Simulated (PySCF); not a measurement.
A GIAO shielding run with PySCF 2.14.0 with density-fitted response routines (density fitting, non-relativistic, gas phase) on `C([SiH2]CC(=C)F)N[SiH3]`, C4H12FNSi2:

```
$ OMP_NUM_THREADS=1 python probes_run.py task.json out

{"job": {"kind": "nmr", "xc": "PBE0", "basis": "pcSseg-1"}, "charge": 0, "multiplicity": 1}
C     -1.844848     1.702312     0.177655
C     -2.193150     0.490008    -0.211841
F     -3.315050    -0.071747     0.315225
C     -1.493015    -0.411530    -1.155555
Si    -0.583835    -1.818874    -0.223039
C      0.840848    -1.016471     0.764217
N      1.688762    -0.234833    -0.119211
Si     2.554325     1.158904     0.390263
H     -0.961832     2.169357    -0.214502
H     -2.431942     2.250429     0.892361
H     -0.780891     0.168203    -1.738846
H     -2.224618    -0.847600    -1.835992
H     -1.494564    -2.529774     0.675721
H     -0.033627    -2.738235    -1.230068
H      0.441429    -0.338587     1.519871
H      1.421732    -1.773606     1.307096
H      2.098361    -0.808722    -0.840564
H      1.554909     2.056354     0.973278
H      3.606633     0.931104     1.394276
H      3.145225     1.673988    -0.843379
```

Hardware: 1 thread of an Arm Neoverse V1, shared host. The job also computes population analyses, field gradients.

**Question.** How large is the calculation?

**Answer.** 80 electrons, 210 basis functions and 1131 auxiliary functions.

**Question.** How long does it take, and how much memory does it need?

**Answer.** 42 s of wall time, with 13 SCF cycles and 5 response iterations; peak memory 0.94 GiB. Times on a shared host scatter by some tens of per cent.
